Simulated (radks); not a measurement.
Spherical quantum dot in the effective-mass picture: electrons in a well V = -V0 / (1 + exp((r - R)/a)) with V0 = 48.3, R = 1.68, a = 0.13, all in effective atomic units (hartree* = m*/eps^2 hartree, bohr* = eps/m* bohr), one dielectric constant everywhere. Method: non-relativistic Kohn-Sham, LDA (Slater exchange, Perdew-Wang correlation), spin-polarised, spherical densities; computed with a radial shooting solver with Libxc functionals. Levels are named by radial order and angular momentum (1s, 1p, 1d, 2s, ...), and open shells are averaged over m. Results are scaled to m* = 0.241 and eps = 16, for which hartree* = 25.62 meV and bohr* = 3.513 nm.

N = 34, configuration 1s2 1p6 1d10 2s2 1f14. This is the lowest configuration that the search found. Occupied and some empty levels:

| level | occupation | eigenvalue (meV) | <r> (nm) |
|---|---|---|---|
| 1s | 2 | -467.48 | 3.563 |
| 1p | 6 | -436.30 | 3.855 |
| 1d | 10 | -388.22 | 4.079 |
| 1f | 14 | -326.18 | 4.263 |
| 2s | 2 | -322.79 | 2.869 |
| 1g | 0 | -251.93 | 4.421 |
| 2p | 0 | -244.33 | 3.338 |
| 2d | 0 | -156.40 | 3.681 |

Energy (meV): total -24117.5, kinetic 4705.6, external -39677, Hartree 11756, exchange-correlation -901.69.

Electron density:

| r (nm) | n(r) (e/nm^3) |
|---|---|
| 0.580 | 0.04516 |
| 1.20 | 0.03854 |
| 1.82 | 0.03381 |
| 2.45 | 0.03890 |
| 3.07 | 0.05640 |
| 3.69 | 0.07366 |
| 4.31 | 0.06720 |
| 4.93 | 0.03498 |
| 5.55 | 0.008546 |
| 6.18 | 0.0009535 |
| 6.80 | 0.00006453 |
| 7.42 | 3.713e-06 |
| 8.05 | 2.112e-07 |
